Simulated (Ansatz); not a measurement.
Reaction (atomization): `CO[Si](O)(Cl)Cl` → C• + 2 Cl• + 4 H• + 2 O• + Si•

Calculated with Ansatz (gas phase, PBE0-D4/def2-TZVP geometries, no zero-point term in ΔE). CCSD(T)/CBS is the MP2 limit (def2-TZVPP, def2-QZVPP) plus CCSD(T) − MP2 in def2-TZVPP, frozen cores. This one scheme is used for every species, atoms too. DFT in def2-TZVPP. B3LYP here is the variant with VWN-RPA as its local correlation; programs differ in this. Open shells (•) are unrestricted, without spin–orbit coupling. Spin–orbit coupling would lower the free atoms: a little for C, Cl, O, Si. One conformer a species, not always the lowest.

| level | ΔE (kJ/mol) | difference from CCSD(T)/CBS |
| --- | --- | --- |
| PBE0-D4 | 3856.1 | -30.7 |
| B3LYP-D4 | 3838.1 | -48.7 |
| B2PLYP | 3812.7 | -74.1 |
| PBE | 3902.3 | 15.5 |
| PBE0 | 3830.9 | -55.9 |
| HF/def2-TZVPP | 2797.1 | -1089.7 |
| SCS-MP2/def2-TZVPP | 3828.9 | -57.9 |
| SCS-MP2/def2-QZVPP | 3909.5 | 22.7 |
| HF/CBS(def2) | 2806.6 | -1080.2 |
| MP2/CBS(def2) | 4009.3 | 122.5 |
| CCSD(T)/CBS | 3886.8 | 0 |

Largest T1 diagnostic among the species: 0.012.

In def2-TZVPP, CCSD(T) changes the Hartree–Fock value by +965.7 kJ/mol (the triples alone add +65.6 kJ/mol) and MP2 by +1088.3 kJ/mol; breaking electron pairs costs correlation energy, which Hartree–Fock lacks. The D4 term adds +47.8 kJ/mol with B3LYP and +25.1 kJ/mol with PBE0; it sums over pairs of atoms, weighted by their polarisabilities, and B3LYP, whose exchange is more repulsive, gets the larger term.

For atomizations the MP2-based limit and the directly extrapolated one differ by several kJ/mol either way, and by 10 to 25 for some Ge, Se and Sn compounds, so smaller differences from it don't rank the levels.
